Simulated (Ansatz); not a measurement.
Steps of a relaxation of C₂H₆SZn, SMILES `C[CH2][Zn][SH]` with RKS PBE0-D4/def2-TZVP.

```sh
$ ansatz run in.yaml --threads 2 --pin off --events-out ev --progress --plain --max-ram 32768MiB --backend cpu
```

```yaml
crystal:
  periodic: [false, false, false]
  atoms:
    - {symbol: C, position_ang: [-1.192384, 0.762098, 0.370926]}
    - {symbol: C, position_ang: [-0.191961, -0.278395, 0.889299]}
    - {symbol: Zn, position_ang: [1.203731, -0.765029, -0.387089]}
    - {symbol: S, position_ang: [2.780948, -1.321342, -1.816895]}
    - {symbol: H, position_ang: [-1.733181, 0.409841, -0.531924]}
    - {symbol: H, position_ang: [-1.965178, 1.005034, 1.132613]}
    - {symbol: H, position_ang: [-0.699247, 1.718665, 0.099825]}
    - {symbol: H, position_ang: [0.313091, 0.086517, 1.809930]}
    - {symbol: H, position_ang: [-0.715015, -1.214888, 1.181094]}
    - {symbol: H, position_ang: [2.282296, -0.453600, -2.745078]}
basis:
  gaussian: {orbitals: def2-TZVP}
hamiltonian: {xc: pbe0, dispersion: d4}
relax: {f_tol: 0.005, max_steps: 150}
```

Positions (Å) and forces (eV/Å) along the path, 6 of 6 steps:

```xyz
10
step=1 energy=-61416.0312 eV
C    -1.192    0.762    0.371   -0.275    0.261   -0.087
C    -0.192   -0.278    0.889   -0.070   -0.142    0.407
Zn    1.204   -0.765   -0.387    0.142   -0.069   -0.088
S     2.781   -1.321   -1.817   -0.386    0.397   -0.172
H    -1.733    0.410   -0.532    0.272    0.156    0.433
H    -1.965    1.005    1.133    0.371   -0.124   -0.352
H    -0.699    1.719    0.100   -0.221   -0.469    0.131
H     0.313    0.087    1.810   -0.262   -0.152   -0.441
H    -0.715   -1.215    1.181    0.224    0.463   -0.142
H     2.282   -0.454   -2.745    0.205   -0.321    0.311
10
step=2 energy=-61416.0601 eV
C    -1.194    0.761    0.375   -0.089    0.101   -0.064
C    -0.193   -0.276    0.885   -0.020   -0.064    0.165
Zn    1.203   -0.765   -0.385    0.025    0.008   -0.057
S     2.767   -1.313   -1.811   -0.116    0.141   -0.095
H    -1.729    0.412   -0.517    0.076    0.047    0.123
H    -1.956    0.998    1.132    0.117   -0.046   -0.096
H    -0.706    1.707    0.108   -0.066   -0.133    0.037
H     0.302    0.088    1.797   -0.064   -0.048   -0.131
H    -0.715   -1.199    1.175    0.073    0.126   -0.047
H     2.302   -0.464   -2.757    0.063   -0.133    0.164
10
step=3 energy=-61416.0630 eV
C    -1.191    0.760    0.373   -0.005    0.001    0.006
C    -0.191   -0.275    0.882    0.012    0.001   -0.021
Zn    1.201   -0.760   -0.392    0.002   -0.017    0.031
S     2.764   -1.313   -1.807   -0.015    0.009    0.007
H    -1.725    0.413   -0.515   -0.012   -0.011   -0.021
H    -1.947    0.992    1.129   -0.021    0.007    0.019
H    -0.706    1.702    0.107    0.014    0.022   -0.005
H     0.303    0.087    1.788    0.015    0.010    0.015
H    -0.709   -1.195    1.169   -0.010   -0.022   -0.001
H     2.284   -0.462   -2.730    0.018    0.002   -0.031
10
step=4 energy=-61416.0634 eV
C    -1.194    0.761    0.375   -0.003    0.002    0.000
C    -0.193   -0.274    0.883    0.009   -0.005   -0.004
Zn    1.200   -0.761   -0.390   -0.006    0.008   -0.007
S     2.762   -1.312   -1.806    0.009   -0.005   -0.004
H    -1.728    0.414   -0.513   -0.003   -0.004   -0.006
H    -1.950    0.993    1.133   -0.006    0.001    0.007
H    -0.709    1.704    0.110    0.005    0.006   -0.001
H     0.303    0.087    1.789    0.003    0.004    0.006
H    -0.711   -1.195    1.169   -0.005   -0.007    0.001
H     2.302   -0.468   -2.747   -0.003   -0.001    0.008
10
step=5 energy=-61416.0634 eV
C    -1.194    0.761    0.375   -0.005    0.004   -0.001
C    -0.193   -0.274    0.882    0.004   -0.003    0.001
Zn    1.200   -0.760   -0.391   -0.002    0.003   -0.002
S     2.764   -1.313   -1.806    0.001   -0.001    0.001
H    -1.728    0.414   -0.513    0.000   -0.001    0.001
H    -1.950    0.993    1.133    0.001   -0.001    0.001
H    -0.709    1.704    0.110    0.001   -0.001    0.001
H     0.303    0.088    1.789    0.000    0.001   -0.001
H    -0.710   -1.196    1.169    0.000    0.000   -0.001
H     2.300   -0.468   -2.745    0.001   -0.001    0.001
10
step=6 energy=-61416.0634 eV
C    -1.196    0.762    0.376   -0.001    0.000    0.001
C    -0.193   -0.274    0.881   -0.001    0.001    0.000
Zn    1.199   -0.758   -0.394    0.000    0.000    0.000
S     2.765   -1.315   -1.805    0.000    0.000    0.000
H    -1.731    0.416   -0.511    0.000    0.000    0.000
H    -1.950    0.991    1.136    0.000    0.000    0.001
H    -0.712    1.706    0.112    0.000    0.000    0.000
H     0.305    0.088    1.787    0.000    0.000    0.000
H    -0.709   -1.196    1.167    0.000    0.000   -0.001
H     2.305   -0.471   -2.746    0.000    0.000    0.000
```

It took 52 s on 2 threads of a server CPU on a shared host, with 0.55 GiB of host memory at the peak.
